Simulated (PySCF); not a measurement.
Identify the unknown among the candidates.

All candidates are C6H13BO2.

| technique | computed result |
| --- | --- |
| 1H NMR | chemical shifts (computed TMS as zero) by class: 5.67 (1 H), 5.42 (1 H), 3.64 (6 H), 1.56 (3 H), 1.47 (2 H) ppm [GIAO B3LYP/pcSseg-1] |
| NMR, other nuclei | isotropic shieldings of nuclei other than C and H, by class: 68 (1 B), 224 (2 O) ppm [GIAO B3LYP/pcSseg-1] |
| Polarisability | 95.6 au [wB97X-D/def2-SVPD] |
| Valence photoelectron | vertical ionisation energy: 8.56 eV [ΔSCF wB97X-D/def2-SVPD] |
| UV, strongest line | among the 10 lowest singlet transitions: S2 at 6.98 eV (178 nm, f = 0.400) [TDDFT wB97X-D/def2-SVPD] |
| XPS | B1s 196.5, C1s 289.6, C1s 289.7, C1s 290.0, C1s 290.4, C1s 292.0 (×2), O1s 538.2 (×2) eV [ΔSCF SCAN, pcX-2 on the ionised atom, pcseg-1 elsewhere, spin-free X2C] |
| 13C NMR | chemical shifts (computed TMS as zero) by class: 139.8 (1 C), 127.6 (1 C), 52.2 (2 C), 16.5 (1 C), 13.3 (1 C) ppm [GIAO B3LYP/pcSseg-1] |
| Dipole | 1.70 D [wB97X-D/def2-SVPD] |
| Rotational structure | rotational constants A, B, C: 2.059, 0.949, 0.749 GHz [PBE0-D3(BJ)/def2-SVP] |

Gas-phase values; electronic properties from PySCF, density fitting. Levels stand in brackets. The structure is a single PBE0-D3(BJ)/def2-SVP conformer in the gas phase; no vibrational or solvent corrections. NMR values are class means; diastereotopic atoms form classes of their own.

Question: Which candidate is it?
A. `CC/C=C\B(OC)OC`
B. `CC(C)=C(C)CB(O)O`
C. `CC(C)(C)B1OCCO1`
D. `C/C=C\CB(OC)OC`

Answer: D. It is `C/C=C\CB(OC)OC`. Numbering: `[CH3:1]/[CH:2]=[CH:3]\[CH2:4][B:5]([O:6][CH3:7])[O:8][CH3:9]`. 6 carbons fall into 5 classes; from least to most shielded: alkene CH carbon [C3] (139.8 ppm), alkene CH carbon [C2] (127.6 ppm), methoxy carbon [C7/C9] (52.2 ppm, 2 C, up to 2.4 ppm apart in this geometry), sp3 carbon bound to boron [C4] (16.5 ppm), allylic carbon [C1] (13.3 ppm). Hydrogen classes from least to most shielded: 1 H on an alkene CH carbon, C3 (5.67 ppm), 1 H on an alkene CH carbon, C2 (5.42 ppm), 6 H on 2 methoxy carbons, C7/C9 (3.64 ppm, a mean of values up to 1.1 ppm apart in this geometry), 3 H on an allylic carbon, C1 (1.56 ppm), 2 H on an sp3 carbon bound to boron, C4 (1.47 ppm). The other shieldings belong to: 68 ppm, three-coordinate boron [B5]; 224 ppm, boron-bound oxygen [O6/O8]. The core levels belong to: B1s 196.5 eV, three-coordinate boron [B5]; C1s 289.6 eV, alkene CH carbon [C2]; C1s 289.7 eV, alkene CH carbon [C3]; C1s 290.0 eV, sp3 carbon bound to boron [C4]; C1s 290.4 eV, allylic carbon [C1]; C1s 292.0 eV, methoxy carbon [C7/C9]; O1s 538.2 eV, boron-bound oxygen [O6/O8]. One atom of each topological class was ionised and stands for its class. The first electron is taken from the HOMO, whose largest Löwdin shares are 0.34 on an alkene CH carbon, 0.32 on an alkene CH carbon, 0.08 on the sp3 carbon bound to boron and 0.07 on the allylic carbon. The optimised geometry has point group C1 and is an asymmetric top.

The others, at the same levels:
- `CC(C)=C(C)CB(O)O` fails: it has 6 carbon classes against 5; its computed 13C shifts are 137.1 (1 C), 128.7 (1 C), 25.1 (1 C), 23.2 (1 C), 22.1 (1 C), 21.8 (1 C) ppm, core binding energies are B1s 196.9, C1s 289.6, C1s 289.7, C1s 289.9, C1s 290.2, C1s 290.3, C1s 290.4, O1s 538.8 (×2) eV and 1H shifts are 3.49 (2 H), 1.96 (3 H), 1.80 (3 H), 1.54 (3 H), 1.26 (2 H) ppm.
- `CC/C=C\B(OC)OC` fails: its computed 13C shifts are 170.1 (1 C), 123.8 (1 C), 52.8 (2 C), 30.2 (1 C), 16.5 (1 C) ppm, core binding energies are B1s 196.3, C1s 289.4, C1s 290.1, C1s 290.2, C1s 290.3, C1s 292.0 (×2), O1s 538.0 (×2) eV and 1H shifts are 6.68 (1 H), 5.40 (1 H), 3.64 (6 H), 2.48 (2 H), 1.00 (3 H) ppm.
- `CC(C)(C)B1OCCO1` fails: it has 3 carbon classes against 5; its computed 13C shifts are 69.6 (2 C), 28.8 (3 C), 17.8 (1 C) ppm, core binding energies are B1s 196.4, C1s 289.9, C1s 290.1 (×3), C1s 292.4 (×2), O1s 538.4 (×2) eV and 1H shifts are 4.12 (4 H), 0.96 (9 H) ppm.

Each candidate is one conformer, not necessarily the lowest. Dipoles, sizes and rotational constants follow the conformer. The torsions of the flexible species, by atom-mapped SMILES:
- `[CH3:1]/[CH:2]=[CH:3]\[CH2:4][B:5]([O:6][CH3:7])[O:8][CH3:9]`: C2–C3–C4–B5 104°, C3–C4–B5–O6 3°, C4–B5–O6–C7 179°, C4–B5–O8–C9 1°
- `[CH3:1][C:2]([CH3:3])=[C:4]([CH3:5])[CH2:6][B:7]([OH:8])[OH:9]`: C2–C4–C6–B7 87°, C4–C6–B7–O8 66°, H–O8–B7–C6 -177°, H–O9–B7–C6 -3°
- `[CH3:1][CH2:2]/[CH:3]=[CH:4]\[B:5]([O:6][CH3:7])[O:8][CH3:9]`: C1–C2–C3–C4 107°, C3–C4–B5–O6 -17°, C4–B5–O6–C7 180°, C4–B5–O8–C9 -2°
- `[CH3:1][C:2]([CH3:3])([CH3:4])[B:5]1[O:6][CH2:7][CH2:8][O:9]1`: C1–C2–B5–O6 -147°
